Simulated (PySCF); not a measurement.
# Mg (magnesium, neutral): MN15 calculation

Configuration: [Ne] 3s2, closed-shell 1S. All numbers are calculated (PySCF 2.14, the non-relativistic Hamiltonian (point nucleus), in pcseg-2).

```
Total energy                                     : -200.0049 hartree
One-electron energy                              : -279.2642 hartree
Hartree (Coulomb) energy                         : 95.5935 hartree
Exchange-correlation energy                      : -16.3342 hartree
Kinetic energy                                   : 199.24029 hartree
⟨S²⟩                                             : 0.0000
⟨L²⟩                                             : 0.000
Sum of ⟨r⟩                                       : 12.22 bohr
Sum of ⟨r²⟩                                      : 29.16 bohr²
Density at the nucleus (Gaussians lack the cusp) : 1070 bohr⁻³
Langevin diamagnetic susceptibility              : -23.1 ×10⁻⁶ cm³/mol
Time after the integrals                         : 0.2 s of wall time on 1 thread of Neoverse-V1 (shared host)
```

```
shell  electrons  mean orbital energy (hartree)  rms radius, mean of both spins (bohr)
   1s          2                      -46.16920                                  0.153
   2s          2                       -3.07330                                  0.777
   2p          6                       -1.91731                                  0.780
   3s          2                       -0.20913                                   3.48
```
